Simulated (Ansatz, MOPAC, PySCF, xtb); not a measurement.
Intermolecular potential of BF3 ··· CH3Br (SMILES FB(F)F and CBr). Monomers: optimised at B3LYP-D3(BJ) (def2-TZVP), held rigid. Orientation: lowest of the rigid-body minima from ten starts at GFN2-xTB. The monomers approach along the line of their centres of mass (distance R); nothing else relaxes.

- AM1, restricted, heats of formation (MOPAC)
- RKS-LDA (SVWN5)/6-31G* = restricted LDA (SVWN5)/6-31G*, spherical d, no counterpoise correction (PySCF)
- GFN1-xTB (xtb)
- CCSD(T)/aug-cc-pVDZ = CCSD(T) on RHF/aug-cc-pVDZ, cores with 3d frozen, counterpoise-corrected (Ansatz, a quantum-chemistry and plane-wave program)

Interaction energies in kcal/mol:

```json
[
 {"R / Å": "2.28", "AM1": "44.47", "RKS-LDA (SVWN5)/6-31G*": "6.98", "GFN1-xTB": "7.28"},
 {"R / Å": "2.48", "AM1": "23.56", "RKS-LDA (SVWN5)/6-31G*": "-2.31", "GFN1-xTB": "-1.00"},
 {"R / Å": "2.80", "AM1": "6.56", "RKS-LDA (SVWN5)/6-31G*": "-6.56", "GFN1-xTB": "-3.71"},
 {"R / Å": "2.91", "AM1": "3.93", "RKS-LDA (SVWN5)/6-31G*": "-6.61", "GFN1-xTB": "-3.49"},
 {"R / Å": "3.14", "AM1": "1.28", "RKS-LDA (SVWN5)/6-31G*": "-5.79", "GFN1-xTB": "-2.62"},
 {"R / Å": "3.38", "AM1": "0.37", "RKS-LDA (SVWN5)/6-31G*": "-4.49", "GFN1-xTB": "-1.78"},
 {"R / Å": "3.66", "AM1": "0.00", "RKS-LDA (SVWN5)/6-31G*": "-3.07", "GFN1-xTB": "-1.16"},
 {"R / Å": "3.94", "AM1": "-0.16", "RKS-LDA (SVWN5)/6-31G*": "-2.00", "GFN1-xTB": "-0.81"},
 {"R / Å": "4.32", "AM1": "-0.22", "RKS-LDA (SVWN5)/6-31G*": "-1.09", "GFN1-xTB": "-0.56"},
 {"R / Å": "5.04", "AM1": "-0.17", "RKS-LDA (SVWN5)/6-31G*": "-0.38", "GFN1-xTB": "-0.30"},
 {"R / Å": "6.18", "AM1": "-0.08", "RKS-LDA (SVWN5)/6-31G*": "-0.11", "GFN1-xTB": "-0.11"},
 {"R / Å": "7.43", "AM1": "-0.04", "RKS-LDA (SVWN5)/6-31G*": "-0.05", "GFN1-xTB": "-0.04"}
]
```

**Question.** Estimate the CCSD(T)/aug-cc-pVDZ values at these points.

**Answer.** 2.28: 26.47; 2.48: 11.46; 2.80: 1.03; 2.91: -0.50; 3.14: -2.03; 3.38: -2.36; 3.66: -2.11; 3.94: -1.68; 4.32: -1.16; 5.04: -0.54; 6.18: -0.19; 7.43: -0.08 (kcal/mol).
